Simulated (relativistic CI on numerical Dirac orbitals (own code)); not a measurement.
## Level scheme of Rb VII

These numbers are calculated, not measured: Dirac-Coulomb-Breit CI, separate exchange-only KLI orbitals for each configuration, model QED (radiative potential, 1s self-energy scaled to tabulated hydrogen-like ionisation energies), valence Slater integrals scaled by 0.9, configuration energies shifted to the measured levels that pair with them (semi-empirical) (own radial code, finite nucleus).

CI space (outside the closed core [Ar] 3d10): 4s²4p, 4s4p², 4s²4d, 4p³, 4s²5s, 4s²4f, 4s4p4d, 4s4p4f, 4p4d², 4s²5p, 4p²4d, 4s²5d, 4s4d², 4s4p5s, 4s²6s, 4p4f², 4s²6p, 4s4p5p, 4s²5f, 4s²5g, 4p²4f, 4s²6d, 4s4d4f, 4s4p5d, 4s²6f, 4p²5s, 4s4p6s, 4s4p6p, 4s4p5f, 4s4p5g. Levels of other configurations are missing.

The lowest level is 4s²4p ²P°1/2, with 98 % of that term; Hund's rules for 4s²4p give ²P° with J = 1/2, in agreement.

```csv
No.,Configuration,Term,J,E (cm⁻¹),%,Next component (%),Landé g
1,4s²4p,²P°,1/2,0,98,1 4p³ ²P°,0.665
2,4s²4p,²P°,3/2,10227,97,1 4p³ ²P°,1.334
3,4s4p²,⁴P,1/2,121861,98,1 ²S,2.660
4,4s4p²,⁴P,3/2,126148,99,,1.732
5,4s4p²,⁴P,5/2,131444,97,2 ²D,1.591
6,4s4p²,²D,3/2,160731,90,8 4s²4d ²D,0.806
7,4s4p²,²D,5/2,162161,89,8 4s²4d ²D,1.210
8,4s4p²,²S,1/2,191952,77,20 ²P,1.735
9,4s4p²,²P,1/2,205098,77,20 ²S,0.943
10,4s4p²,²P,3/2,209611,96,3 4p²4d ²P,1.329
11,4s²4d,²D,3/2,255898,89,8 4s4p² ²D,0.800
12,4s²4d,²D,5/2,257104,89,7 4s4p² ²D,1.200
13,4p³,²D°,3/2,311488,61,20 4s4p4d ²D°,0.980
14,4p³,²D°,5/2,314183,75,24 4s4p4d ²D°,1.200
15,4p³,⁴S°,3/2,315803,83,11 ²D°,1.816
16,4p³,²P°,1/2,342623,83,15 4s4p4d ²P°,0.665
17,4s²5s,²S,1/2,342785,97,2 4p²5s ²S,2.002
18,4p³,²P°,3/2,345073,73,15 4s4p4d ²P°,1.336
19,4s4p4d‡,⁴F°,3/2,352622,98,1 ²D°,0.407
20,4s4p4d‡,⁴F°,5/2,354790,98,1 ⁴D°,1.032
21,4s4p4d‡,⁴F°,7/2,358040,98,1 ⁴D°,1.240
22,4s4p4d‡,⁴F°,9/2,362692,100,,1.334
23,4s4p4d‡,⁴P°,5/2,374967,73,21 ⁴D°,1.529
24,4s4p4d‡,⁴P°,3/2,376718,51,46 ⁴D°,1.469
25,4s4p4d‡,⁴D°,1/2,378061,76,22 ⁴P°,0.606
26,4s4p4d‡,⁴P°,1/2,382409,77,22 ⁴D°,2.064
27,4s4p4d‡,⁴D°,3/2,383207,52,46 ⁴P°,1.446
28,4s4p4d‡,⁴D°,7/2,383612,97,1 ⁴F°,1.425
29,4s4p4d‡,⁴D°,5/2,383685,77,19 ⁴P°,1.410
30,4s4p4d‡,²D°,3/2,389190,80,15 4p³ ²D°,0.817
31,4s4p4d‡,²D°,5/2,389575,73,13 4p³ ²D°,1.212
32,4s4p4d‡,²F°,5/2,399661,93,5 ²D°,0.875
33,4s4p4d‡,²F°,7/2,407604,98,1 4s²4f ²F°,1.143
34,4s²5p‡,²P°,1/2,408937,96,2 4s4p5s ²P°,0.666
35,4s²5p‡,²P°,3/2,411977,93,4 4s4p4d ²P°,1.333
36,4s4p4d‡,²F°,7/2,415680,55,42 4s²4f ²F°,1.145
37,4s4p4d‡,²F°,5/2,416553,54,44 4s²4f ²F°,0.858
38,4s4p4d‡,²P°,3/2,425524,77,12 4p³ ²P°,1.310
39,4s4p4d‡,²P°,1/2,429197,86,10 4p³ ²P°,0.664
40,4s4p4d‡,²P°,1/2,447024,91,4 4p³ ²P°,0.664
41,4s4p4d‡,²D°,3/2,447170,57,33 ²P°,0.986
42,4s4p4d‡,²P°,3/2,448962,62,27 ²D°,1.168
43,4s4p4d‡,²D°,5/2,449245,87,9 4p³ ²D°,1.198
44,4s²4f‡,²F°,7/2,465050,55,41 4s4p4d ²F°,1.143
45,4s²4f‡,²F°,5/2,465826,53,43 4s4p4d ²F°,0.857
46,4s4p5s‡,⁴P°,1/2,474419,98,1 ²P°,2.641
47,4s4p5s‡,⁴P°,3/2,477660,97,3 ²P°,1.722
48,4s4p5s‡,⁴P°,5/2,484676,100,,1.601
49,4s4p5s‡,²P°,1/2,489000,97,1 ⁴P°,0.691
50,4s4p5s‡,²P°,3/2,496564,96,3 ⁴P°,1.345
51,4s²5d‡,²D,3/2,499425,97,2 4s4p5p ²D,0.800
52,4s²5d‡,²D,5/2,499894,97,2 4s4p5p ²D,1.200
53,4p²4d‡,⁴F,3/2,523528,83,10 4s4p4f ⁴F,0.447
54,4p²4d‡,²F,5/2,523555,79,11 4s4p4f ²F,0.872
55,4p²4d‡,⁴F,5/2,525677,81,11 4s4p4f ⁴F,1.052
56,4p²4d‡,²F,7/2,527182,69,9 4s4p4f ²F,1.155
57,4s4p5p‡,⁴D,1/2,527190,66,21 ²P,0.170
58,4p²4d‡,⁴F,7/2,528658,76,11 4s4p4f ⁴F,1.250
59,4s4p5p‡,⁴D,3/2,529879,64,13 4p²4d ⁴D,1.206
60,4p²4d‡,⁴F,9/2,531960,77,12 4s4p4f ⁴F,1.310
61,4s4p5p‡,⁴D,5/2,534181,61,24 4p²4d ⁴D,1.357
62,4s4p5p‡,²P,1/2,534276,64,21 4p²4d ⁴D,0.523
63,4s4p5p‡,²P,3/2,534423,52,18 ⁴P,1.447
64,4s4p5p‡,⁴P,1/2,535830,80,8 4p²4d ⁴D,2.348
65,4p²4d‡,⁴D,3/2,536493,38,34 ²P,1.266
66,4p²4d‡,⁴D,1/2,537179,45,25 4s4p5p ⁴D,0.349
67,4s²6s‡,²S,1/2,538245,88,9 4s4p5p ⁴P,2.037
68,4p²4d‡,⁴D,7/2,539228,41,35 4s4p5p ⁴D,1.372
69,4s4p5p‡,⁴P,3/2,539445,52,20 4p²4d ²P,1.553
70,4p²4d‡,⁴D,5/2,540141,55,23 4s4p5p ⁴D,1.382
```

Energies count from the lowest computed level; ° marks odd parity. ‡ marks configurations that were not tied to measured data.

The mean weight of the leading LS term, summed over parents, in these 70 levels is 79 %, and that of the leading jj configuration (from the same eigenvectors) 64 %, so LS coupling describes them better.

Configurations whose levels could be paired with our table of measured levels were shifted onto them, all but the ground configuration, by the median error of their levels; single terms can still be off by 1,000 to 2,000 cm⁻¹ or more, and rates follow the energies as ν³ (E1, M1) or ν⁵ (E2). The others borrow a shift and can be off by several thousand cm⁻¹ or more. 17 of the 19 excited levels that our extract of the measured tables holds in this range could be paired (the sources list more); they are missed by 602 cm⁻¹ on average and 2669 at most, after the shifts were fitted to these levels, and levels without a partner can miss by more.

LS names give the leading component of a level, which can be under half, so a name can repeat, a term be missing and a line seem to break the LS rules.
